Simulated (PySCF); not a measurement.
**C₆ coefficients of unlike pairs at wB97X**

Calculated with PySCF 2.14 from the dipole response of each species, C₆(A,B) = (3/π) ∫ α_A(iu) α_B(iu) du, in atomic units, from isotropic polarisabilities. For ions this is the dispersion term alone; charge-induced terms of lower order in 1/R come first.

| species | configuration | basis | relativity | α (bohr³) | C₆ (like pair) |
| --- | --- | --- | --- | --- | --- |
| Cr+ | [Ar] 3d5 (6S) | aug-cc-pVTZ with one added diffuse shell each of s, p, d, f, g type (9s8p6d4f3g) | none | 12.54 | 46.30 |
| Mg+ | [Ne] 3s1 (2S) | aug-cc-pVQZ with one added diffuse shell each of s, p, d, f, g type (8s7p5d4f3g) | none | 38.12 | 173.7 |
| Ta | [Xe] 4f14 5d3 6s2 (4F) | aug-cc-pVDZ-PP with ECP60MDF (5s5p4d2f) | core potential | 82.05 | 1043 |
| Cu | [Ar] 3d10 4s1 (2S) | aug-cc-pVDZ-DK (7s6p4d2f) | spin-free X2C | 42.97 | 259.5 |

Question: Estimate C₆ for Cu with Cr+.

Answer: The integral gives 102.8. The combination rule 2 C_A C_B / (C_A α_B/α_A + C_B α_A/α_B) gives 102.5 and the geometric mean 109.6.

No spin-orbit coupling is included.

The other pairs:

```csv
pair,C₆
"Ta, Cr+",207.2
"Ta, Mg+",419.1
"Mg+, Cr+",78.50
"Cu, Mg+",209.8
"Cu, Ta",519.0
```
